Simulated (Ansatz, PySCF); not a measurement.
BrClFHOSi, SMILES O[Si](Br)(F)Cl. Atoms are numbered in the order given.

```xyz
6

O     -1.6453    -1.1808    -0.4910
Si    -0.2788    -0.6121     0.2031
F     -0.3287    -0.7997     1.8029
Cl     1.2846    -1.6981    -0.5184
Br    -0.0093     1.5507    -0.1736
H     -2.4496    -0.6517    -0.4176
```

Geometry optimised at B3LYP-D3(BJ)/def2-SVP. Other conformers were not sampled.

Two levels are set side by side: PBE-D3(BJ)/def2-SVP (Ansatz, an electronic-structure program) and B3LYP-D3(BJ)/def2-SVP (Ansatz). Each level has its own optimised geometry; the coordinates shown are those of the second. Frequencies come from the Hessian of PySCF at each geometry. Differences are taken from unrounded values.

| quantity | B3LYP-D3(BJ) | PBE-D3(BJ) | PBE-D3(BJ) minus B3LYP-D3(BJ) |
|---|---|---|---|
| mean bond length (Å) | 1.692 | 1.701 | 0.009 |
| bond O1–Si2 (Å) | 1.635 | 1.649 | 0.014 |
| bond Si2–F3 (Å) | 1.612 | 1.624 | 0.012 |
| bond Si2–Cl4 (Å) | 2.036 | 2.042 | 0.006 |
| bond Si2–Br5 (Å) | 2.212 | 2.216 | 0.004 |
| bond O1–H6 (Å) | 0.966 | 0.974 | 0.009 |
| highest harmonic wavenumber (cm⁻¹) | 3868 | 3757 | -110 |
| mean harmonic wavenumber (cm⁻¹) | 741 | 722 | -19 |
| zero-point energy (kcal/mol) | 12.72 | 12.39 | -0.33 |

Exact exchange shortens and stiffens bonds; PBE has none. Differences between two approximate levels are no errors against the true value.
